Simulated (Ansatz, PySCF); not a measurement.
Dimer: NH3 (SMILES N) (first 4 atoms) with H2Se (SMILES [SeH2]); geometry from B3LYP-D3(BJ)/def2-TZVP, rigid monomers moved along the line of their centres of mass till N1···H7 is 2.47 Å.
(charge 0, multiplicity 1):
```
atom    x (Å)    y (Å)    z (Å)
----  -------  -------  -------
N     -0.0681  -0.1982   0.0157
H     -0.9794  -0.3057  -0.4151
H      0.3835   0.6005  -0.4148
H      0.4788  -1.0217  -0.2082
Se    -0.4065   0.2461   3.9350
H      0.9213   0.8658   4.0562
H     -0.2560   0.0934   2.4636
```

Interaction energies are E(AB) − E(A) − E(B) at the monomers' geometry in the complex; basis-set methods are counterpoise corrected. Rows marked so take none.

Correlated levels freeze the cores. Filled d and f shells under p-block atoms count as core. CBS(a, b) extrapolates the correlation energy as X⁻³ and adds the Hartree–Fock energy of set b. Rows in 3-21G, 6-31G* carry no dispersion term and start afresh at each structure (6-31G* with six Cartesian d functions); the Pople sets are all-electron and without relativity.

Programs: Ansatz (a quantum-chemistry and plane-wave program); PySCF for 3-21G rows, 6-31G* rows. Each number belongs to the level named beside it.

```json
[
 {"level": "r2SCAN/def2-TZVPPD", "interaction energy (kJ/mol)": "-12.1"},
 {"level": "B3LYP/3-21G (no counterpoise)", "interaction energy (kJ/mol)": "___"},
 {"level": "M06-2X/6-31G* (no counterpoise)", "interaction energy (kJ/mol)": "___"},
 {"level": "wB97X-V/def2-TZVPPD", "interaction energy (kJ/mol)": "-12.2"},
 {"level": "wB97M-V/def2-TZVPPD", "interaction energy (kJ/mol)": "-11.9"},
 {"level": "SCS-MP2/aug-cc-pVDZ", "interaction energy (kJ/mol)": "-9.5"},
 {"level": "CCSD/aug-cc-pVDZ", "interaction energy (kJ/mol)": "-9.6"},
 {"level": "CCSD(T)/aug-cc-pVTZ", "interaction energy (kJ/mol)": "-11.5"},
 {"level": "CCSD(T)/CBS(aug-cc-pVDZ, aug-cc-pVTZ)", "interaction energy (kJ/mol)": "-12.1"}
]
```

Problem. Some entries are withheld; supply them.

Solution. 
- B3LYP/3-21G (no counterpoise), interaction energy (kJ/mol): -27.5
- M06-2X/6-31G* (no counterpoise), interaction energy (kJ/mol): -19.1
